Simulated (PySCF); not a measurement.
The dipole of `CC#CBP` from its density and from atomic charges.

Coordinates (PBE0-D3(BJ)/def2-SVP, Å) and charges (e) from the PBE0/pcSseg-1 density (PySCF):

```json
{"atom": "C1", "x": "-2.429", "y": "0.797", "z": "0.434", "Mulliken": "-0.1896", "IAO": "-0.4300", "Hirshfeld": "-0.0894", "ESP-fitted": "-0.5625"}
{"atom": "C2", "x": "-1.143", "y": "0.160", "z": "0.241", "Mulliken": "-0.2100", "IAO": "+0.0195", "Hirshfeld": "-0.0087", "ESP-fitted": "+0.2828"}
{"atom": "C3", "x": "-0.059", "y": "-0.385", "z": "0.084", "Mulliken": "-0.2215", "IAO": "-0.1703", "Hirshfeld": "-0.1457", "ESP-fitted": "-0.4687"}
{"atom": "B4", "x": "1.286", "y": "-1.036", "z": "-0.091", "Mulliken": "+0.1149", "IAO": "-0.1068", "Hirshfeld": "+0.0794", "ESP-fitted": "+0.3331"}
{"atom": "P5", "x": "2.763", "y": "-0.079", "z": "-0.774", "Mulliken": "-0.1361", "IAO": "+0.1205", "Hirshfeld": "+0.0209", "ESP-fitted": "-0.2960"}
{"atom": "H6", "x": "-2.500", "y": "1.202", "z": "1.456", "Mulliken": "+0.1610", "IAO": "+0.1798", "Hirshfeld": "+0.0681", "ESP-fitted": "+0.1841"}
{"atom": "H7", "x": "-2.569", "y": "1.637", "z": "-0.265", "Mulliken": "+0.1592", "IAO": "+0.1741", "Hirshfeld": "+0.0643", "ESP-fitted": "+0.2004"}
{"atom": "H8", "x": "-3.259", "y": "0.086", "z": "0.297", "Mulliken": "+0.1596", "IAO": "+0.1729", "Hirshfeld": "+0.0634", "ESP-fitted": "+0.1853"}
{"atom": "H9", "x": "1.424", "y": "-2.226", "z": "0.069", "Mulliken": "+0.0432", "IAO": "+0.0338", "Hirshfeld": "-0.0517", "ESP-fitted": "-0.0686"}
{"atom": "H10", "x": "2.643", "y": "1.182", "z": "-0.134", "Mulliken": "+0.0609", "IAO": "+0.0033", "Hirshfeld": "-0.0008", "ESP-fitted": "+0.1146"}
{"atom": "H11", "x": "3.826", "y": "-0.623", "z": "-0.005", "Mulliken": "+0.0585", "IAO": "+0.0032", "Hirshfeld": "+0.0001", "ESP-fitted": "+0.0955"}
```

Q: Compute μ = Σ q r for each scheme (1 e·Å = 4.803 D) and compare with the dipole of the full density.

A: The full density gives (-1.62, 1.17, 1.12) D, 2.30 D in size; dipole vectors point from the negative to the positive end.

```json
{"scheme": "Mulliken", "μx": "-1.92", "μy": "0.96", "μz": "0.85", "size (D)": "2.31", "share of the full size (%)": "101", "angle to the full dipole (°)": "11"}
{"scheme": "IAO", "μx": "-0.78", "μy": "1.30", "μz": "-0.05", "size (D)": "1.51", "share of the full size (%)": "66", "angle to the full dipole (°)": "38"}
{"scheme": "Hirshfeld", "μx": "-1.07", "μy": "0.99", "μz": "0.10", "size (D)": "1.46", "share of the full size (%)": "63", "angle to the full dipole (°)": "26"}
{"scheme": "ESP-fitted", "μx": "-1.57", "μy": "1.20", "μz": "1.12", "size (D)": "2.27", "share of the full size (%)": "99", "angle to the full dipole (°)": "1"}
```

Q: Which set comes closest?

A: Length of the difference vector: ESP-fitted 0.06 D, Mulliken 0.45 D, Hirshfeld 1.18 D, IAO 1.45 D. Closest: ESP-fitted. 

Q: What is left for the Hirshfeld atoms' own dipoles?

A: The shares of the density sum to the whole, so what Σ q r misses lies in dipoles about the nuclei. The atomic dipoles sum to (-1.62, 1.17, 1.12) − (-1.07, 0.99, 0.10) = (-0.55, 0.18, 1.02) D, 1.18 D in size.

Q: With the origin at the mean of the coordinates, (-0.002, 0.065, 0.119) Å, which are the largest single terms, by size, of the ESP-fitted dipole along the direction of the full one?

A: C1 -6.06, P5 +3.50, H6 +2.65, B4 -2.52, H7 +2.34 D; all 11 atoms together +2.27 D. The single terms depend on the origin, their sum doesn't.

Q: Give the size of the full dipole in other units.

A: 2.30 D = 0.904 au = 0.478 e·Å = 7.66 × 10⁻³⁰ C·m.

Isolated species at its PBE0-D3(BJ)/def2-SVP geometry (one conformer only).

These values come from a run that also computed NMR shieldings. On one thread, Arm Neoverse N1 (shared host), this took 14 s wall.

Conformer computed: `[CH3:1][C:2]#[C:3][BH:4][PH2:5]`: H–P5–B4–C3 41°, H–P5–B4–C3 143°.
